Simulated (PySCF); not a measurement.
BCl2, SMILES Cl[B]Cl, multiplicity 2. Coordinates come from a r2SCAN-D4/def2-TZVP optimisation. The isomer is the one that the SMILES or the coordinates give; other isomers of the formula were not compared.

Give the equilibrium geometry at r2SCAN-D4/def2-TZVP (PySCF confirms it by a frequency run) as Cartesian coordinates in Å, and its point group. (Estimate from the structure and the level; the computed values follow.)

point group C2v.
```xyz
3

Cl     0.0000    -1.5325    -0.1017
B      0.0000     0.0000     0.6919
Cl     0.0000     1.5325    -0.1017
```
Charge 0, spin multiplicity 2.
